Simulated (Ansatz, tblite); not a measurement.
Forces on Ru(P5)2 (P₁₀Ru) at its PBE0-D4/def2-SVP geometry. The state is a singlet with charge 0.

In the def2 sets Ru takes a core potential; there is no spin–orbit coupling. The xTB rows come from tblite.

GFN1-xTB (tblite), largest force 0.73 eV/Å:

```xyz
11
positions Å, forces eV/Å
Ru    0.000    0.000    0.000   -0.001   -0.001    0.000
P    -0.567    1.812   -1.629    0.290   -0.618   -0.224
P     1.511    1.338   -1.477   -0.493   -0.439   -0.277
P     1.719   -0.783   -1.640   -0.570    0.378   -0.215
P    -0.230   -1.619   -1.893    0.164    0.687   -0.122
P    -1.642   -0.016   -1.888    0.699    0.074   -0.119
P     1.416   -1.052    1.773   -0.611    0.339    0.168
P     1.176    1.066    1.934   -0.511   -0.484    0.099
P    -0.908    1.509    1.776    0.268   -0.653    0.174
P    -1.955   -0.336    1.525    0.658    0.055    0.248
P    -0.519   -1.919    1.519    0.108    0.661    0.267
```

GFN2-xTB (tblite), largest force 0.24 eV/Å:

```
Ru -0.001 0.000 0.000
P -0.044 0.153 -0.185
P 0.134 0.111 -0.168
P 0.152 -0.053 -0.182
P -0.018 -0.130 -0.206
P -0.136 0.000 -0.200
P 0.119 -0.079 0.196
P 0.105 0.079 0.203
P -0.080 0.114 0.201
P -0.174 -0.034 0.164
P -0.057 -0.160 0.176
```

r2SCAN-D4/def2-TZVP (Ansatz), largest force 0.21 eV/Å:

```
Ru -0.001 -0.001 0.000
P 0.078 -0.169 -0.065
P -0.128 -0.121 -0.074
P -0.150 0.109 -0.058
P 0.042 0.187 -0.036
P 0.183 0.017 -0.028
P -0.159 0.102 0.048
P -0.126 -0.135 0.024
P 0.072 -0.185 0.055
P 0.169 0.012 0.057
P 0.020 0.183 0.077
```
